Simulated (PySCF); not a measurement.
# How methods differ on the interval between two levels of Cu²⁺

Cu²⁺ [Ar] 3d9 [2D5/2, M_J = 5/2] → Cu²⁺ [Ar] 3d8 4p1 [4G11/2, M_J = 11/2], as a difference of total energies. All numbers are calculated (PySCF 2.14, the two-component X2C-1e Hamiltonian, in x2c-TZVPall-2c (6s7p4d1f, 54 functions)). Correlated levels: [Ne] frozen; the 6 highest virtual spinors dropped. "Screened" scales the spin-orbit matrix elements by Boettger's factors to mimic the two-electron term; Breit and QED terms are absent.

```json
{"method": "GHF (spin-free)", "interval between two levels (cm⁻¹)": "104650"}
{"method": "GMP2 (spin-free)", "interval between two levels (cm⁻¹)": "123390"}
{"method": "GHF (screened spin-orbit)", "interval between two levels (cm⁻¹)": "104520"}
{"method": "GMP2 (screened spin-orbit)", "interval between two levels (cm⁻¹)": "123300"}
```

The labels give the starting determinants; with spin-orbit coupling the two ends relaxed to ⟨J²⟩ = 8.75, ⟨L²⟩ = 6.00, ⟨S²⟩ = 0.75 and ⟨J²⟩ = 35.75, ⟨L²⟩ = 20.02, ⟨S²⟩ = 3.75.
